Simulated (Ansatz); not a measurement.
Mulliken charges of CH₆ClGaGe (`[Cl][GaH][CH2][GeH3]`) from PBE/def2-TZVPP in Ansatz (PBE0-D4/def2-TZVP geometry).

```json
{"atom": "Cl1", "x (Å)": "-3.152", "y (Å)": "0.002", "z (Å)": "0.219", "charge (e)": "-0.281"}
{"atom": "Ga2", "x (Å)": "-1.268", "y (Å)": "0.265", "z (Å)": "1.238", "charge (e)": "0.342"}
{"atom": "C3", "x (Å)": "0.205", "y (Å)": "0.823", "z (Å)": "0.094", "charge (e)": "-0.342"}
{"atom": "Ge4", "x (Å)": "1.011", "y (Å)": "-0.666", "z (Å)": "-0.897", "charge (e)": "0.077"}
{"atom": "H5", "x (Å)": "-1.296", "y (Å)": "-0.057", "z (Å)": "2.762", "charge (e)": "-0.026"}
{"atom": "H6", "x (Å)": "-0.169", "y (Å)": "1.541", "z (Å)": "-0.639", "charge (e)": "0.125"}
{"atom": "H7", "x (Å)": "0.987", "y (Å)": "1.300", "z (Å)": "0.690", "charge (e)": "0.125"}
{"atom": "H8", "x (Å)": "-0.034", "y (Å)": "-1.305", "z (Å)": "-1.825", "charge (e)": "0.003"}
{"atom": "H9", "x (Å)": "1.515", "y (Å)": "-1.736", "z (Å)": "0.090", "charge (e)": "-0.013"}
{"atom": "H10", "x (Å)": "2.202", "y (Å)": "-0.166", "z (Å)": "-1.732", "charge (e)": "-0.010"}
```

**Question.** By hand: the dipole of these point charges (1 e Å = 4.8032 D).

**Answer.** Σ q r = (0.554, 0.134, 0.206) e Å, of length 0.606 e Å = 2.91 D.

**Question.** How does the dipole of the full density compare? (Estimate.)

**Answer.** The calculation gave: (0.439, 0.190, 0.111) e Å, 2.36 D; the point charges give 1.23 times that, at 12° from its direction.

Point charges leave out the atoms' own dipoles, such as those of lone pairs, and Mulliken's split depends on the basis, so the two needn't agree.
